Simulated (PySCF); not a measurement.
**Exercise with solution: refractive index and permittivity of the vapour**

pent-4-yn-2-one (C₅H₆O), SMILES C#CCC(C)=O.

Coordinates come from a r2SCAN-D4/def2-SVP optimisation. One conformer was computed; it need not be the lowest.

PBE/def2-TZVP (PySCF) gives a mean static polarisability of 61.4 bohr³ and a dipole moment of 2.21 D. Take an ideal gas at 298.15 K and 0.01 bar, whether or not the substance is that volatile.

### Question
Work out n − 1 in the optical limit and the static ε − 1.

### Answer

Polarisability volume α' = 61.4 × 0.148185 = 9.10 Å³. Number density N = p/kT = 2.43e-7 Å⁻³.
Dilute limit of Lorentz–Lorenz: n − 1 = 2π N α' = 1.4e-5.
Orientation term of Debye: μ²/(3kT) = 8.098 Å³ × μ²(D²) = 39.55 Å³.
ε − 1 = 4π N (α' + μ²/3kT) = 0.00015. Orientation of the dipole supplies 81 % of the static response; it can't follow optical fields. Vibrational polarisation and dispersion are left out.
